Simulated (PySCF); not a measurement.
**Ionisation energy of Re⁵⁴⁺ by level of theory**

Re⁵⁴⁺ [Ar] 3d3 (4F) → Re⁵⁵⁺ [Ar] 3d2 (3F), as a difference of total energies. Computed with PySCF 2.14 in an uncontracted even-tempered set (17 s from 13 bohr⁻², ratio 2.5; 13 p from 17 bohr⁻², ratio 2.5; 7 d from 17 bohr⁻², ratio 2.5; 4 f from 63 bohr⁻², ratio 2.7; 3 g from 94 bohr⁻², ratio 2.7), with scalar relativity by spin-free X2C-1e. Correlated levels: outer shells: [Ne] frozen; virtual orbitals above 40 to 60 times the deepest correlated orbital energy dropped. The calculations carry no spin-orbit coupling.

```tsv
method	ionisation energy (eV)
UHF	5204.6
LDA	5203.0
PBE	5203.3
PBE0	5204.1
r2SCAN	5205.8
B3LYP	5204.3
BLYP	5203.6
MP2 (outer shells)	5204.6
SCS-MP2 (outer shells)	5204.3
```

Spin-orbit coupling is strong in these open shells (close to jj coupling). The scalar numbers leave it out and a first-order estimate fails, so it can dominate the gap to the real levels.

Breit and QED terms and the two-electron picture change are absent.

For comparison: 5236 ± 5 eV (theoretical estimate listed by NIST; NIST Atomic Spectra Database, ionization energies).
